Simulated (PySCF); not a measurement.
Cd(Me)(Et) (C3H8Cd), SMILES C[CH2][Cd][CH3]. Atoms are numbered in the order given.

```xyz
12

Cd    -0.1119     0.1540     0.3005
C     -0.9913     1.7697     1.3735
H     -1.3611     1.4277     2.3614
H     -1.8476     2.1946     0.8115
H     -0.2515     2.5784     1.5413
C      0.7742    -1.4758    -0.7748
C      0.8986    -1.2744    -2.2905
H      0.1702    -2.3815    -0.5494
H      1.7726    -1.6602    -0.3221
H      1.5240    -0.3942    -2.5490
H     -0.0871    -1.1193    -2.7776
H      1.3649    -2.1529    -2.7909
```
Charge 0, spin multiplicity 1.

Coordinates come from a PBE-D3(BJ)/def2-SVP optimisation. The structure was generated by enumeration; whether it is a known compound was not checked. The def2 effective core potentials stand for the cores of Cd; spin–orbit coupling is left out. One conformer was computed; it need not be the lowest.

The numbers are results of PBE-D3(BJ)/def2-SVP (PySCF), not measurements.

Frequencies are harmonic and unscaled.

A small imaginary wavenumber (i) marks a very flat motion, where grid noise or a shallow saddle decides the sign.

| mode | ν (cm⁻¹) | IR (km/mol) | moving atoms (share of kinetic energy) |
|---|---|---|---|
| 1 | 20i | 0.0 | H 93 % |
| 2 | 90 | 0.2 | C 56 %, H 28 %, Cd 16 % |
| 3 | 112 | 0.5 | C 41 %, H 40 %, Cd 18 % |
| 4 | 218 | 2.4 | C 62 %, H 23 %, Cd 15 % |
| 5 | 232 | 0.5 | H 85 %, C 12 % |
| 6 | 438 | 1.0 | C 77 %, H 22 % |
| 7 | 503 | 48.8 | C 61 %, Cd 20 %, H 19 % |
| 8 | 585 | 2.4 | H 85 %, C 15 % |
| 9 | 651 | 30.1 | H 82 %, C 16 % |
| 10 | 665 | 46.1 | H 81 %, C 18 % |
| 11 | 904 | 3.0 | H 91 %, C 8 % |
| 12 | 933 | 5.8 | H 87 %, C 13 % |
| 13 | 1015 | 7.5 | C 78 %, H 22 % |
| 14 | 1127 | 0.1 | H 82 %, C 18 % |
| 15 | 1144 | 19.6 | H 66 %, C 34 % |
| 16 | 1201 | 3.1 | H 76 %, C 24 % |
| 17 | 1344 | 9.3 | H 82 %, C 18 % |
| 18 | 1381 | 0.5 | H 95 % |
| 19 | 1382 | 0.5 | H 95 % |
| 20 | 1389 | 0.3 | H 90 %, C 10 % |
| 21 | 1422 | 1.2 | H 97 % |
| 22 | 1429 | 6.0 | H 97 % |
| 23 | 2941 | 66.3 | H 97 % |
| 24 | 2969 | 21.2 | H 95 % |
| 25 | 2972 | 10.3 | H 97 % |
| 26 | 3014 | 27.3 | H 91 %, C 9 % |
| 27 | 3017 | 2.7 | H 91 %, C 9 % |
| 28 | 3042 | 34.1 | H 91 %, C 9 % |
| 29 | 3077 | 7.2 | H 91 %, C 9 % |
| 30 | 3078 | 7.2 | H 91 %, C 9 % |
